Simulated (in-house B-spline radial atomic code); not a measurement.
Values are calculated unless marked as measured or tabulated.
Ghost states of the separable form: Si

Si, [Ne] 3s2 3p2, non-relativistic PBE, spherical and spin-unpolarised, from an all-electron radial atomic-structure program (B-spline basis) (atomic units; all potentials screened as in the neutral atom).

Troullier-Martins channels: 3s (ε = -0.3957, r_c = 1.741 bohr), 3p (ε = -0.1503, r_c = 2.126 bohr). In the Kleinman-Bylander form one channel serves as the local potential, and each other channel l becomes |δV u><u δV|/<u|δV|u>, with δV = V_l − V_local and u the pseudo-orbital. Its strength is E_KB = <u|δV²|u>/<u|δV|u>. By the analysis of Gonze, Stumpf and Scheffler a spurious state lies below the reference level ε if E_KB > 0 and ε is above the second level of the local potential alone, or if E_KB < 0 and ε is above its first. The table's levels are those of angular momentum l in a sphere of 9 bohr, whose wall can lift a shallow ε a little above its free-atom value.

| local | channel | <u δV u> | <u δV² u> | ε | first local level | second local level |
| --- | --- | --- | --- | --- | --- | --- |
| p | s | 0.069206 | 0.15249 | -0.3957 | -0.5531 | -0.0031 |
| s | p | -0.0313 | 0.069772 | -0.1498 | -0.1313 | 0.1175 |

Apply the rule to each row.

Local p, channel s: E_KB = +2.2, so ε = -0.3957 is set against -0.0031: no ghost. Local s, channel p: E_KB = -2.23, so ε = -0.1498 is set against -0.1313: no ghost.

Diagonalising the separable Hamiltonian gives:

```
local  channel      three lowest levels  all-electron, two lowest valence levels
    p        s  -0.3957, 0.0341, 0.3354                          -0.3957, 0.0342
    s        p  -0.1498, 0.1073, 0.4319                          -0.1498, 0.1075
```

Which choices of local channel are safe?

All are free of ghosts. Among the safe choices the second level, which tests transfer, is off by at most 0.2 millihartree (s local), 0.1 millihartree (p local).
